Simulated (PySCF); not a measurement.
Ionisation energy of Si⁺ by level of theory

Si⁺ [Ne] 3s2 3p1 [3p1/2^1, M_J = 1/2] → Si²⁺ [Ne] 3s2, as a difference of total energies. Computed with PySCF 2.14 in an even-tempered Gaussian basis (22 s from 0.026 bohr⁻², ratio 2.4; 15 p from 0.034 bohr⁻², ratio 2.4; 6 d from 0.41 bohr⁻², ratio 2.6; 5 f from 0.61 bohr⁻², ratio 2.6), with the two-component X2C-1e Hamiltonian. Correlated levels: 1s2 frozen; the 52 highest virtual spinors dropped. "Screened" scales the spin-orbit matrix elements by Boettger's factors to mimic the two-electron term; Breit and QED terms are absent.

```
                    method  ionisation energy (eV)
 GHF (screened spin-orbit)                  15.869
GMP2 (screened spin-orbit)                  16.075
```

Q: How much does correlation contribute at GMP2 (screened spin-orbit)?

A: 16.075 − (15.869) = 0.206 eV, measured against GHF (screened spin-orbit).

For comparison: 16.346 eV (measured; NIST Atomic Spectra Database, ionization energies).
